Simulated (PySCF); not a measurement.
Species: C$_{2}$H$_{8}$GeN, charge 0, multiplicity 2. It need not be the lowest isomer of its formula. SMILES: C(C)[N][GeH3]
Coordinates optimised at B3LYP-D3(BJ)/def2-TZVP (Ansatz):
```xyz
12

C      2.9828    -0.0922     0.0275
C      1.5611     0.1646    -0.4567
N      0.5745    -0.2519     0.4969
Ge    -1.2191     0.0221     0.0310
H      3.1313    -1.1549     0.2223
H      3.1707     0.4496     0.9553
H      3.7134     0.2309    -0.7175
H      1.4278     1.2321    -0.7016
H      1.3906    -0.3520    -1.4177
H     -1.9517     0.4869     1.2981
H     -1.3780     1.0654    -1.1000
H     -1.7768    -1.3369    -0.4325
```
Charge 0, spin multiplicity 2.

Dispersion corrections to the total energy (kcal/mol) from the dftd3 and dftd4 libraries through PySCF: D3(BJ) without and D4 with the three-body term, each with the damping fitted for the functional named.

```
functional  D3(BJ)      D4
----------  ------  ------
LC-wPBE      -4.74   -5.37
TPSS             ?   -6.55
B2PLYP       -4.07   -3.38
HF               ?  -17.87
BHLYP        -6.86   -5.65
HSE06        -3.32       ?
PBE0         -4.36   -4.08
```

**Question.** What belongs in the gaps?

**Answer.** 
- TPSS, D3(BJ): -6.35
- HF, D3(BJ): -40.43
- HSE06, D4: -3.78
